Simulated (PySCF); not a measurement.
Ti(Cl)2(OSiH3) (Cl2H3OSiTi), SMILES [Cl][Ti+]([O][SiH3])[Cl], charge +1, multiplicity 1. Geometry: PBE-D3(BJ)/def2-SVP. The multiplicity is an assumed one; no other spin state was optimised. The isomer is the one that the SMILES or the coordinates give; other isomers of the formula were not compared. Other conformers were not sampled.

Computed equilibrium geometry at PBE-D3(BJ)/def2-SVP (PySCF confirms it by a frequency run) as bond lengths and angles, and its point group (one conformer of several):
point group Cs.
Atoms: Ti1 Cl2 Cl3 O4 Si5 H6 H7 H8. Bonded distances (Å): Ti1–Cl2 2.141, Ti1–Cl3 2.141, Ti1–O4 1.698, O4–Si5 1.776, Si5–H6 1.493, Si5–H7 1.493, Si5–H8 1.493. Bond angles (°): Cl2–Ti1–Cl3 110.5, Cl2–Ti1–O4 108.7, Cl3–Ti1–O4 108.7, Ti1–O4–Si5 167.1, O4–Si5–H6 104.1, O4–Si5–H7 103.4, O4–Si5–H8 104.1, H6–Si5–H7 114.4, H6–Si5–H8 114.5, H7–Si5–H8 114.4.
Charge +1, spin multiplicity 1.
